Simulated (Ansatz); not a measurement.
System: PtH, charge 0, multiplicity 2. SMILES: [PtH]

Atoms: Pt1, H2. Bonds: Pt1-H2.

Bond lengths (Å) and angles (degrees) optimised at HF/6-31G* with LANL2DZ past Ar with Ansatz (a first-principles code); B3LYP/LANL2DZ with Ansatz; B3LYP/6-31G* with LANL2DZ past Ar with Ansatz; MP2/6-31G* with LANL2DZ past Ar with Ansatz, each started from the B3LYP-D3(BJ)/def2-TZVP structure (Ansatz) of the last column. A row stands for all coordinates that are equal there. 6-31G* holds six Cartesian d functions.

```tsv
coordinate	HF/6-31G* with LANL2DZ past Ar	B3LYP/LANL2DZ	B3LYP/6-31G* with LANL2DZ past Ar	MP2/6-31G* with LANL2DZ past Ar	B3LYP-D3(BJ)/def2-TZVP
Pt1-H2	1.559	1.542	1.542	1.559	1.532
```

Mean signed difference of all 1 bond lengths from B3LYP-D3(BJ)/def2-TZVP: HF/6-31G* with LANL2DZ past Ar 0.027 Å, B3LYP/LANL2DZ 0.011 Å, B3LYP/6-31G* with LANL2DZ past Ar 0.010 Å, MP2/6-31G* with LANL2DZ past Ar 0.028 Å.
